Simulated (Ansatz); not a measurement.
Born–Oppenheimer molecular dynamics of a periodic cell of 15 atoms, H4O (contents 3 H2 + 3 H2O, density as packed 0.50 g/cm³ with natural masses). It goes on from the last frame of an earlier run, with new velocities.

These are results of Ansatz 0.2.0, DFT r2SCAN, scalar-relativistic, plane waves, PAW, not measurements. Settings: accuracy low, cutoff 500 eV, k mesh 1x1x1, fermi-dirac smearing 0.02 eV, no spin polarisation.

| Quantity | Value |
| --- | --- |
| ensemble | NPT, Langevin |
| time step | 0.5 fs |
| steps asked | 250 |
| set temperature | 500 K |
| friction | 0.005 /fs |
| pressure | 10 GPa |
| seed | 586391 |

First frame:

```xyz
15
Lattice="5.8285 0.0000 0.0000 0.0000 5.8285 0.0000 0.0000 0.0000 5.8285" Properties=species:S:1:pos:R:3
H 2.129 3.307 4.640
H 2.150 3.974 4.986
H 3.272 3.471 1.517
H 3.575 4.083 1.613
H -0.308 6.135 4.876
H -0.307 5.831 5.547
O 1.371 0.789 2.259
H 0.650 1.095 2.903
H 1.260 1.508 1.587
O 0.352 4.026 1.395
H 0.724 3.601 0.647
H 0.839 4.843 1.278
O 5.383 2.845 4.182
H 5.776 3.400 3.509
H 4.483 3.106 4.357
```

Question: What does the run give?

Answer: All steps were run.

- steps done: 250
- time covered: 125 fs
- mean temperature over the second half: 2110 K
- spread of the potential energy over the second half: 70.8 meV per atom
- mean potential energy of the second half above the start: 151.1 meV per atom
- mean pressure over the second half: 29.6 GPa

The conserved energy stayed within 0.93 meV per atom of its start (net change 0.32 meV per atom), so the integration is sound. The mean temperature of the second half is 322 % above the set value. A run of 0.12 ps of so small a system gives no equilibrium averages. Limits of this set-up: coarse k mesh, low accuracy level. The cell's volume went from 198 to 76 Å³.

Question: What happens to the structure?

Answer: Mean squared displacements from the first frame to the last, about the centre of mass, the cell's change included: H 7.66 Å², O 3.00 Å². This is one draw of velocities; another would differ in detail.

Question: How do temperature and energy run in time?

Answer: 
```tsv
time (fs)	T (K)	potential energy less start (eV)	conserved less start (meV/atom)	P (GPa)	volume (Å³)
0.0	467	0.000	0.00	0.5	198.0
4.0	418	0.067	0.05	-1.3	197.2
8.0	529	-0.128	0.07	1.4	194.3
12.0	438	-0.007	0.08	-2.2	189.9
16.0	538	-0.147	0.04	2.2	183.6
20.0	535	-0.112	0.02	-1.7	176.2
24.0	467	0.071	0.05	2.2	167.7
28.0	500	0.033	0.00	0.1	158.7
32.0	436	0.273	-0.05	2.6	149.4
36.0	492	0.327	0.03	2.8	140.1
40.0	633	0.200	-0.05	2.2	130.9
44.0	717	0.318	-0.06	5.2	121.7
48.0	714	0.629	-0.05	6.1	112.7
52.0	640	1.147	0.03	11.3	104.4
56.0	782	1.540	-0.06	13.2	97.0
60.0	844	1.927	0.06	17.2	90.3
64.0	1070	2.076	-0.05	18.7	84.4
68.0	1196	2.421	0.00	25.1	79.3
72.0	1101	3.362	0.12	29.6	74.9
76.0	1253	3.818	0.15	33.9	71.4
80.0	1785	3.551	0.07	41.7	68.5
84.0	2025	3.450	0.15	35.9	66.4
88.0	2512	2.907	0.30	47.7	64.9
92.0	3067	1.928	-0.01	34.4	64.2
96.0	2792	2.223	0.03	33.6	64.0
100.0	2098	3.185	0.69	38.2	64.3
104.0	2346	2.387	0.12	28.3	65.2
108.0	2638	1.478	0.23	41.1	66.4
112.0	1956	2.396	0.42	19.4	68.3
116.0	2551	0.946	0.23	24.9	70.4
120.0	2839	-0.065	-0.23	13.1	72.7
124.0	2112	0.859	0.09	5.7	75.2
```

Time of the run: 12 min on 1 thread of INTEL(R) XEON(R) PLATINUM 8581C CPU @ 2.10GHz (Emerald Rapids), with other jobs on the host, peak memory 0.61 GiB.
